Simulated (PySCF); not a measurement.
**Sb: electron affinity**

Sb- [Kr] 4d10 5s2 5p4 (3P) → Sb [Kr] 4d10 5s2 5p3 (4S), as a difference of total energies. All numbers are calculated (PySCF 2.14, scalar relativity through the core potential, in aug-cc-pVDZ-PP with ECP28MDF). Correlated levels: valence: 4s2 4p6 4d10 frozen. The calculations carry no spin-orbit coupling.

Task: Order these methods by the electron affinity they give, lowest first.
A. PBE
B. BLYP
C. r2SCAN0
D. LDA

Result: C (0.842 eV), A (0.909 eV), B (0.955 eV), D (1.140 eV).

The reference lies between the lowest fine-structure levels, while these numbers refer to the centres of the terms.

Errors of the correlated levels include the incompleteness of this basis and the frozen core.

A negative affinity means that the anion lies above the atom at that level of theory.

In the anion the highest occupied orbital energy is positive at LDA, PBE, PBE0, r2SCAN, M06, M06-L, BLYP, r2SCAN0, a self-interaction effect; the basis confines that electron, and the energy difference can still be sensible.

For comparison: 1.047 eV (measured; photodetachment measurements, as compiled on the Wikipedia data page of electron affinities).
